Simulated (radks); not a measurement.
Results of a calculation; reference values are marked as such.
Spherical quantum dot in the effective-mass picture: electrons in a hard-walled sphere of radius 1.55, with a point charge +2 (a donor) at the centre, all in effective atomic units (hartree* = m*/eps^2 hartree, bohr* = eps/m* bohr), one dielectric constant everywhere. Level of theory: non-relativistic Kohn-Sham, LDA (Slater exchange, Perdew-Wang correlation), spin-polarised, spherical densities (a radial shooting solver with Libxc functionals). Levels are named by radial order and angular momentum (1s, 1p, 1d, 2s, ...), and open shells are averaged over m.

N = 18, configuration 1s2 1p6 1d10. This is the lowest configuration that the search found. Occupied and some empty levels:

level  occupation  eigenvalue (hartree*)  <r> (bohr*)
1s              2                 15.295       0.7723
1p              6                 17.402       0.9699
1d             10                 19.814        1.046
2s              0                 20.109       0.7316
1f              0                 22.797        1.095
2p              0                 25.404       0.8035

Energy (hartree*): total 190.810, kinetic 100.60, external -40.405, Hartree 147.75, exchange-correlation -17.134. Static polarisability (adiabatic kernel): 1.024 bohr*^3.
